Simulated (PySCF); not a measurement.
HfH4, SMILES [HfH4], multiplicity 1. Heavy atoms are numbered as in [HfH4:1]. Hydrogens are named by the atom that carries them.

Geometry: B3LYP-D3(BJ)/def2-TZVPD. The spin state was assumed, not searched. The def2 effective core potentials stand for the cores of Hf; spin–orbit coupling is left out.

Method: PBE/def2-TZVPD (PySCF).

Mulliken values depend strongly on the basis, most of all with diffuse functions as here. ESP charges are fitted to the potential on shells at 1.4 to 2.0 van der Waals radii. Atomic charges (e), one atom of each kind:

```tsv
atom	Mulliken	ESP fit
Hf1 (HfH4)	0.57	1.20
H on Hf1	-0.14	-0.30
```
